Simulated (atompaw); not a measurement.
## osmium (Os): one change to a PAW (atompaw) potential, before and after

atompaw 4.2.0.5 input, output lines left out:

```
Os 76
LDA-PW scalarrelativistic loggrid 2001 logderivrange -4 5 226
6 6 5 4 0 0
6 0 0
6 1 0
5 2 6
0 0 0
c
c
c
c
c
v
c
c
c
c
v
c
c
v
c
2
2.85 2.20 2.40 2.40
y
3.2
n
y
4.3
n
y
-1.1
n
bloechl sinc
bessel
```

All-electron outer shells of the reference configuration (LDA (PW92), scalar-relativistic, ld1.x):

```
shell  level (eV)  outermost node (bohr)  outermost maximum (bohr)
   5p      -68.33                   0.55                      1.03
   5d      -23.23                   0.60                      1.34
   6s      -21.17                   1.20                      2.33
   6p      -13.93                   1.41                      2.88
```

Change: core [Kr] 4d10 4f14, valence charge 16; reference 5s2 5p6 5d6 6s2 6p0; waves now 5s (bound); 6s (bound); 5p (bound); 6p (bound); 5d (bound); 5d channel at 1.75 Ry; local potential bessel scheme, radius 2.00 bohr; core correction smooth core density matched at 2.10 bohr; augmentation sinc compensation charge, radius 2.00 bohr; PAW radius 2.55 bohr; waves and projectors: bloechl.

Cutoffs: the cutoffs (Ry, on a coarse ladder) from which the occupation-weighted sum of valence levels, in a spherical-Bessel basis at the reference potential, stays within 10 and 1 mRy of its value at 400 Ry; they do not see the model core or the augmentation charge, which bear on the density cutoff.

Q: What does the change do?

A: The potential gets harder (21 Ry and 30 Ry → 30 Ry and 40 Ry); neither file shows a bound ghost. The added semicore shells are compact, so their waves need more plane waves. Several settings change at once here, so the effects cannot be laid on one of them.

```
                            quantity                    base                 changed
                       cutoff, loose                   21 Ry                   30 Ry
                       cutoff, tight                   30 Ry                   40 Ry
                        bound ghosts                    none                    none
lowest overlap eigenvalue by channel  s 0.43, p 0.61, d 0.95  s 0.55, p 0.65, d 0.89
```

 The cutoffs see the waves, projectors and local potential, not the compensation charge or the core.
